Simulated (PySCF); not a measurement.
Coordinates in bohr (charge 0 multiplicity 2):
```
Co    0.0000    0.0000   -0.0627
H     2.0465    0.0000    1.8333
H    -2.0465    0.0000    1.8333
```

Computed with PySCF, UPBE0, basis Co def2-TZVP, H def2-TZVP (no relativity, density fitting).

This geometry of CoH₂ is a stationary point at this level.

Task: What is the point group?

Result: C2v.

Task: Is it a minimum?

Result: Yes: all harmonic wavenumbers are real.

Task: Which band is strongest in the infrared?

Result: 1917 cm⁻¹ (b2), 183 km/mol.

Task: What is the atomisation energy, with and without zero-point energy?

Result: 423 kJ/mol without, 396 kJ/mol with.

This need not be the most stable arrangement of these atoms. Other spin states or occupations of the open shell can lie lower. At this level a quartet minimum of D∞h symmetry lies 54 kJ/mol below this structure.
